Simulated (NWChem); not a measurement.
System: C2H5FSi2; SMILES C1(=C[SiH2][SiH2]1)F

The following NWChem deck was run.

```
start job
memory heap 200 mb stack 900 mb global 1100 mb
geometry units angstroms noautoz
  F      0.370457    -2.312900     0.000000
  C      0.261409    -0.988487     0.000000
  C      1.316541    -0.144122     0.000000
  Si     0.497377     1.547276     0.000000
  Si    -1.317626     0.071434     0.000000
  H      2.359519    -0.482194     0.000000
  H      0.750042     2.380753     1.214494
  H      0.750042     2.380753    -1.214494
  H     -2.171148    -0.086424     1.216121
  H     -2.171148    -0.086424    -1.216121
end
basis spherical
  * library def2-tzvp
end
dft
  xc pbe0
  iterations 150
  semidirect filesize 400000000
  mulliken
end
task dft energy
```

All runs use the structure optimised with PBE0/def2-SVP.

Task: What results follow from this input? (PBE0/def2-TZVP.) Quantities: energy (Ha); highest occupied level (eV); orbital gap (eV); dipole (D).

Result: 
```yaml
energy (Ha): -757.66
highest occupied level (eV): -7.86
orbital gap (eV): 7.23
dipole (D): 0.96
```
